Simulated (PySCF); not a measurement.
Al(H)(NHMe)(OH) (CH6AlNO), SMILES [OH][AlH][NH]C. Geometry: PBE0-D3(BJ)/def2-SVP. Other conformers were not sampled.

Level of theory: PBE0-D3(BJ)/def2-SVP (PySCF).

Harmonic wavenumbers (cm⁻¹): 122, 156, 179, 290, 344, 478, 531, 543, 646, 724, 898, 1080, 1140, 1181, 1390, 1450, 1470, 1495, 1961, 3004, 3064, 3138, 3621, 4003. Rotational constants (GHz): 11.61, 3.677, 2.843; symmetry number 1.

Problem. Work out the zero-point energy and the ideal-gas rigid-rotor harmonic-oscillator thermochemistry at 298.15 K and 1 atm.

Solution. ZPE = ½ Σ hcν = ½ × 32906 cm⁻¹ = 47.04 kcal/mol. H − E(el) = 51.76 kcal/mol. Entropy in cal/(mol K): translation 38.86, rotation 25.39, vibration 13.56, total 77.81. G − E(el) = 28.56 kcal/mol. Cp = 23.92 cal/(mol K). Modes under 150 cm⁻¹ make the vibrational entropy uncertain.
